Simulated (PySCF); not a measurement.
**Multinuclear NMR of C7H4ClFO**

Molfile (atoms numbered from 1):
```
C7H4ClFO
     RDKit          3D

 14 14  0  0  0  0  0  0  0  0999 V2000
    3.0427   -0.5544    0.5359 O   0  0  0  0  0  0  0  0  0  0  0  0
    2.3161   -0.0449   -0.2516 C   0  0  0  0  0  0  0  0  0  0  0  0
    2.9727    0.5993   -1.7626 Cl  0  0  0  0  0  0  0  0  0  0  0  0
    0.8458    0.0234   -0.1031 C   0  0  0  0  0  0  0  0  0  0  0  0
    0.2622   -0.9920    0.6605 C   0  0  0  0  0  0  0  0  0  0  0  0
   -1.1025   -1.0474    0.8565 C   0  0  0  0  0  0  0  0  0  0  0  0
   -1.9151   -0.0649    0.3056 C   0  0  0  0  0  0  0  0  0  0  0  0
   -1.3611    0.9662   -0.4322 C   0  0  0  0  0  0  0  0  0  0  0  0
    0.0061    1.0015   -0.6318 C   0  0  0  0  0  0  0  0  0  0  0  0
    0.4988    2.0306   -1.3128 F   0  0  0  0  0  0  0  0  0  0  0  0
    0.9175   -1.7414    1.0864 H   0  0  0  0  0  0  0  0  0  0  0  0
   -1.5335   -1.8521    1.4386 H   0  0  0  0  0  0  0  0  0  0  0  0
   -2.9877   -0.0957    0.4567 H   0  0  0  0  0  0  0  0  0  0  0  0
   -1.9678    1.7568   -0.8552 H   0  0  0  0  0  0  0  0  0  0  0  0
  1  2  2  0
  2  3  1  0
  2  4  1  0
  4  5  2  0
  5  6  1  0
  6  7  2  0
  7  8  1  0
  8  9  2  0
  9 10  1  0
  9  4  1  0
  5 11  1  0
  6 12  1  0
  7 13  1  0
  8 14  1  0
M  END
```

All values are calculated (PySCF): PBE0-D3(BJ)/def2-TZVP structure, shieldings: GIAO B97-2/pcSseg-2. Relativity neglected, gas phase, a single conformation.

Task: Where does ¹⁹F resonate?

Result: 
```
atoms    environment  σ (ppm)  δ (ppm)
  F10  aryl fluorine    280.8   -103.1
```

Shieldings were converted by a linear fit to measured shifts: ¹⁹F: δ = 163.32 − 0.949σ +9.6 on sp3 carbon (rms 4.2 ppm, 161 shifts, 5.7 ppm with the 8 outliers that the fit left out vs CFCl3, solution or neat liquid). A few per cent of atoms miss by over 2 rms, more outside the fitted compound classes.

On a 500 MHz spectrometer ¹⁹F resonates near 470.5 MHz, so 1 ppm is 470.5 Hz.

Task: What are the ¹⁷O shifts?

Result: 
| atoms | environment | σ (ppm) | δ (ppm) |
| --- | --- | --- | --- |
| O1 | carbonyl oxygen | -238.8 | 500.2 |

Shieldings were converted by a linear fit to measured shifts: ¹⁷O: δ = 274.03 − 0.947σ (rms 12.2 ppm, 99 shifts vs liquid water, solution or neat liquid). Occasional misses reach two or three times the rms, and more in compound classes unlike the fitted ones.

On a 500 MHz spectrometer ¹⁷O resonates near 67.8 MHz, so 1 ppm is 67.8 Hz.
